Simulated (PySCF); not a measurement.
## Polarisability and C₆ of He (helium, neutral)

1s2, closed-shell 1S. Calculation: PySCF 2.14, in def2-TZVPPD (3s3p1d, 17 functions); the non-relativistic Hamiltonian (point nucleus). Coupled (time-dependent) response in atomic units; α is the mean over directions.

```
method  mean α (bohr³)  C₆ (like pair)  S(−4)
   UHF           1.293           1.332  1.279
   PBE           1.455           1.545  1.729
  PBE0           1.406           1.481  1.581
  BP86           1.468           1.568  1.758
```

S(−4) is the Cauchy moment in α(ω) = α(0) + S(−4) ω² + …

Reference α: 1.384 bohr³ (recommended; Schwerdtfeger and Nagle, table of static dipole polarizabilities (2023 update)). Published C₆: 1.420 (Chu and Dalgarno (2004); Tang, Norbeck and Certain (1976)).

α(iu) at UHF:

| u (hartree) | α(iu) (bohr³) |
| --- | --- |
| 0 | 1.293 |
| 0.0500 | 1.290 |
| 0.100 | 1.281 |
| 0.200 | 1.244 |
| 0.300 | 1.188 |
| 0.500 | 1.042 |
| 0.750 | 0.8448 |
| 1.00 | 0.6747 |
| 1.50 | 0.4396 |
| 2.00 | 0.3027 |
| 3.00 | 0.1652 |
| 5.00 | 0.06926 |
